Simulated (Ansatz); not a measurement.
Geometry optimisation, RKS BHLYP-D4/def2-SVP (Ansatz).

Input:

```yaml
crystal:
  periodic: [false, false, false]
  atoms:
    - { symbol: Zr, position_ang: [0.0, 0.0, 0.0] }
    - { symbol: "N", position_ang: [0.0, 0.0, 2.56] }
    - { symbol: H, position_ang: [-0.877, -0.2713, 3.09] }
    - { symbol: H, position_ang: [0.877, 0.2713, 3.09] }
    - { symbol: F, position_ang: [1.8671, 0.0, -0.6593] }
    - { symbol: F, position_ang: [-0.9326, 1.6157, -0.6593] }
    - { symbol: Cl, position_ang: [-1.1869, -2.0563, -0.8392] }
    - { symbol: Cl, position_ang: [1.0493, -2.4618, 0.8892] }
    - { symbol: H, position_ang: [0.5526, -1.2964, 2.2106] }
basis:
  gaussian: { orbitals: def2-SVP }
hamiltonian:
  xc: { name: BHLYP }
  dispersion: d4
relax:
  f_tol: 0.15
  max_steps: 25
  restrain:
    - { distance: [0, 7], at: 2.52, k: 30.0 }
    - { distance: [8, 1], at: 1.06, k: 30.0 }
    - { distance: [0, 1], at: 3.41, k: 30.0 }
    - { distance: [8, 7], at: 2.57, k: 30.0 }
```

Launched with:

```bash
$ ansatz run input.yaml --threads 4 --pin off --max-ram 5120MiB --backend cpu --events-out ev --progress --plain --runs-dir out
```

**Question.** Where does it end, and by what steps?

**Answer.** The forces met the threshold. The restraints hold the end off the free minimum; the threshold counts their pulls, which the force column leaves out. Restrained pairs: Zr1–Cl8 (2.82 → 2.48 Å), N2–H9 (1.45 → 1.03 Å), Zr1–N2 (2.56 → 3.39 Å), Cl8–H9 (1.83 → 2.58 Å). After 18 steps the energy has fallen by 3.560 eV (the restraints' own energy left out); F5 moved furthest, 1.71 Å.

```json
{"step": "0", "energy less start (eV)": "0.0000", "largest force component (eV/Å)": "3.400", "accepted": "yes"}
{"step": "1", "energy less start (eV)": "-0.6554", "largest force component (eV/Å)": "4.718", "accepted": "yes"}
{"step": "2", "energy less start (eV)": "-1.1198", "largest force component (eV/Å)": "3.727", "accepted": "yes"}
{"step": "3", "energy less start (eV)": "-1.6443", "largest force component (eV/Å)": "3.284", "accepted": "yes"}
{"step": "4", "energy less start (eV)": "-2.0959", "largest force component (eV/Å)": "5.135", "accepted": "yes"}
{"step": "5", "energy less start (eV)": "-2.6936", "largest force component (eV/Å)": "1.774", "accepted": "yes"}
{"step": "6", "energy less start (eV)": "-3.0236", "largest force component (eV/Å)": "1.169", "accepted": "yes"}
{"step": "7", "energy less start (eV)": "-3.2395", "largest force component (eV/Å)": "1.031", "accepted": "yes"}
{"step": "8", "energy less start (eV)": "-3.3376", "largest force component (eV/Å)": "1.045", "accepted": "yes"}
{"step": "9", "energy less start (eV)": "-3.3423", "largest force component (eV/Å)": "1.075", "accepted": "yes"}
{"step": "10", "energy less start (eV)": "-3.3420", "largest force component (eV/Å)": "1.239", "accepted": "yes"}
{"step": "11", "energy less start (eV)": "-3.3723", "largest force component (eV/Å)": "1.155", "accepted": "yes"}
{"step": "12", "energy less start (eV)": "-3.3810", "largest force component (eV/Å)": "1.020", "accepted": "yes"}
{"step": "13", "energy less start (eV)": "-3.3935", "largest force component (eV/Å)": "1.021", "accepted": "yes"}
{"step": "14", "energy less start (eV)": "-3.4816", "largest force component (eV/Å)": "1.104", "accepted": "yes"}
{"step": "15", "energy less start (eV)": "-3.5283", "largest force component (eV/Å)": "1.324", "accepted": "yes"}
{"step": "16", "energy less start (eV)": "-3.5381", "largest force component (eV/Å)": "0.873", "accepted": "yes"}
{"step": "17", "energy less start (eV)": "-3.5163", "largest force component (eV/Å)": "1.229", "accepted": "no"}
{"step": "18", "energy less start (eV)": "-3.5601", "largest force component (eV/Å)": "1.321", "accepted": "yes"}
```

```xyz
9
Properties=species:S:1:pos:R:3
Zr 0.449 -0.430 -0.483
N -0.311 -0.329 2.816
H -1.133 -0.684 3.286
H -0.014 0.507 3.302
F 1.259 -0.504 -2.176
F 0.405 1.415 -0.117
Cl -1.682 -1.345 -0.807
Cl 1.931 -1.803 0.952
H 0.444 -1.027 2.909
```

Time of the run: 44 s on 4 threads of Arm Neoverse V2 (shared host), peak memory 0.34 GiB.
